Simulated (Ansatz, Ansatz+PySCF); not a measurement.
```xyz
2

Nb    0.0000    0.0000    0.0000
O     0.0000    0.0000    1.7586
```

Basis set: def2-SVP (spherical functions, with the set's core potentials past Kr). Charge 0, multiplicity 4.

Computed with Ansatz (development build ahead of 0.2.0); each method stands on the lowest determinant of its kind that the runs found. Restricted functionals stand beside restricted open-shell atoms, which can lie above the unrestricted atoms usual in DFT and then raise those values.

(1) Give the atomization energy at this shape (free ground-state atoms in the same class of orbitals less the molecule, no zero-point energy) of quartet NbO by r²SCAN (unrestricted), PBE (unrestricted), ωB97X (unrestricted), ωB97X (restricted open-shell), PBE0 (unrestricted), UHF, ROHF.

## Answers

(1)

| method | atomization energy |
| --- | --- |
| r²SCAN (unrestricted) | 730.6 kJ/mol |
| PBE (unrestricted) | 804.7 kJ/mol |
| ωB97X (unrestricted) | 741.0 kJ/mol |
| ωB97X (restricted open-shell) | 746.7 kJ/mol |
| PBE0 (unrestricted) | 705.1 kJ/mol |
| UHF | 306.9 kJ/mol |
| ROHF | 303.2 kJ/mol |

Caution: other spin multiplicities were not run. Caution for UHF: the unrestricted determinant is spin contaminated.
